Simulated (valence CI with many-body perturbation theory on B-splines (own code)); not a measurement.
# How close is CI+MBPT for Pb I?

Level of theory: relativistic CI+MBPT: four valence electrons over a frozen Dirac-Fock core [Xe] 4f14 5d10, radial functions for each j: 11 s, 11 p, 9 d, 7 f, 5 g, 2 h, 1 i, with the one-electron correlation potential Σ1, the two-electron term Σ2, the three-electron term Σ3, Breit, model QED; selected CI, second order for the rest, scaled by the run's own slope (own B-spline code, finite nucleus).

Set against measurement, 21 paired levels are off by 151 cm⁻¹ on average, the worst by 460. These come from a selection out of the NIST Handbook of Basic Atomic Spectroscopic Data. Levels without a partner in it may be off by more.

Measured levels: NIST Handbook of Basic Atomic Spectroscopic Data (Sansonetti and Martin, J. Phys. Chem. Ref. Data 34, 1559 (2005)). Pairs share parity and J, and are chosen by configuration, term and nearness in energy; levels without a clear partner are left out. Energies in cm⁻¹ above the measured ground level. The last column is blank where CI alone has no clear partner.

Levels are named by their leading jj configuration (3d3/2^4 stands for four electrons in 3d with j = 3/2), which in mixed levels can hold well under half, so a name can repeat and another be missing.

```csv
Computed label,Label in the source,Measured,Computed,Difference,"CI alone, difference"
(6s^2 6p1/2^2) J=0,"6p21/2 (1/2,1/2)",0,0.0,0,0
(6s^2 6p1/2 6p3/2) J=1,"6p1/2 6p3/2 (1/2,3/2)",7819.3,8112.1,+293,-1244
(6s^2 6p1/2 6p3/2) J=2,"6p1/2 6p3/2 (1/2,3/2)",10650.3,10883.3,+233,-1390
(6s^2 6p3/2^2) J=2,"6p23/2 (3/2,3/2)",21457.8,21917.6,+460,-2795
(6s^2 6p3/2^2) J=0,"6p23/2 (3/2,3/2)",29466.8,29725.6,+259,-2985
(6s^2 6p1/2 7s) J=0,"6p1/2 7s1/2 (1/2,1/2)°",34959.9,35073.3,+113,-2842
(6s^2 6p1/2 7s) J=1,"6p1/2 7s1/2 (1/2,1/2)°",35287.2,35399.1,+112,-2843
(6s^2 6p1/2 7p1/2) J=1,"6p1/2 7p1/2 (1/2,1/2)",42918.6,42843.5,-75,-3144
(6s^2 6p1/2 7p1/2) J=0,"6p1/2 7p1/2 (1/2,1/2)",44400.9,44362.5,-38,-3058
(6s^2 6p1/2 7p3/2) J=1,"6p1/2 7p3/2 (1/2,3/2)",44675.0,44614.9,-60,-3169
(6s^2 6p1/2 7p3/2) J=2,"6p1/2 7p3/2 (1/2,3/2)",44809.4,44745.0,-64,-3171
(6s^2 6p1/2 6d3/2) J=2,6p1/2 6d 2[5/2]°,45443.2,45387.0,-56,-3797
(6s^2 6p1/2 6d5/2) J=2,6p1/2 6d 2[3/2]°,46060.8,46004.7,-56,-3769
(6s^2 6p1/2 6d3/2) J=1,6p1/2 6d 2[3/2]°,46068.4,46080.5,+12,-3698
(6s^2 6p1/2 6d5/2) J=3,6p1/2 6d 2[5/2]°,46328.7,46273.8,-55,-3610
(6s^2 6p3/2 7s) J=2,"6p3/2 7s1/2 (3/2,1/2)°",48188.6,48627.5,+439,-4430
(6s^2 6p1/2 8s) J=1,"6p1/2 8s1/2 (1/2,1/2)°",48686.9,48567.3,-120,
(6s^2 6p3/2 7s) J=1,"6p3/2 7s1/2 (3/2,1/2)°",49439.6,49739.4,+300,
(6s^2 6p1/2 7d3/2) J=2,6p1/2 7d 2[5/2]°,52101.7,51985.6,-116,-3538
(6s^2 6p1/2 7d5/2) J=2,6p1/2 7d 2[3/2]°,52311.3,52192.0,-119,-3624
(6s^2 6p1/2 7d5/2) J=3,6p1/2 7d 2[5/2]°,52412.3,52303.1,-109,-3511
(6s^2 6p1/2 7d3/2) J=1,6p1/2 7d 2[3/2]°,52499.6,52409.6,-90,-3557
```

Over 21 excited levels the mean absolute difference is 151 cm⁻¹, the median 112 and the largest 460. For the 19 levels that pair on every rung the mean is CI alone 3167, + Σ1 1587, + Σ2 229, + Σ3 171, + Breit 155, + QED 145. The comparison draws on a selection of the measured levels: 22 of the 35 computed ones have a partner in it, and others may be off by more.

Rates against NIST Handbook of Basic Atomic Spectroscopic Data (Sansonetti and Martin, J. Phys. Chem. Ref. Data 34, 1559 (2005)):

| λ vac, measured (nm) | Upper | Lower | A computed (s⁻¹) | A tabulated (s⁻¹) |
| --- | --- | --- | --- | --- |
| 202.27 | (6s^2 6p3/2 7s) J=1 | (6s^2 6p1/2^2) J=0 | 9.31e+05 | 5.90e+06 |
| 205.39 | (6s^2 6p1/2 8s) J=1 | (6s^2 6p1/2^2) J=0 | 1.78e+07 | 1.02e+07 |
| 217.07 | (6s^2 6p1/2 6d3/2) J=1 | (6s^2 6p1/2^2) J=0 | 2.31e+08 | 1.50e+08 |
| 261.50 | (6s^2 6p1/2 6d5/2) J=2 | (6s^2 6p1/2 6p3/2) J=1 | 2.06e+08 | 1.90e+08 |
| 280.28 | (6s^2 6p1/2 6d5/2) J=3 | (6s^2 6p1/2 6p3/2) J=2 | 1.61e+08 | 1.60e+08 |
| 283.39 | (6s^2 6p1/2 7s) J=1 | (6s^2 6p1/2^2) J=0 | 5.46e+07 | 5.80e+07 |
| 364.06 | (6s^2 6p1/2 7s) J=1 | (6s^2 6p1/2 6p3/2) J=1 | 2.77e+07 | 3.40e+07 |
| 368.45 | (6s^2 6p1/2 7s) J=0 | (6s^2 6p1/2 6p3/2) J=1 | 1.50e+08 | 1.50e+08 |
| 374.10 | (6s^2 6p3/2 7s) J=2 | (6s^2 6p3/2^2) J=2 | 5.62e+07 | 7.30e+07 |
| 405.90 | (6s^2 6p1/2 7s) J=1 | (6s^2 6p1/2 6p3/2) J=2 | 9.15e+07 | 8.90e+07 |
| 406.33 | (6s^2 6p1/2 6d3/2) J=1 | (6s^2 6p3/2^2) J=2 | 8.15e+06 | 9.20e+07 |
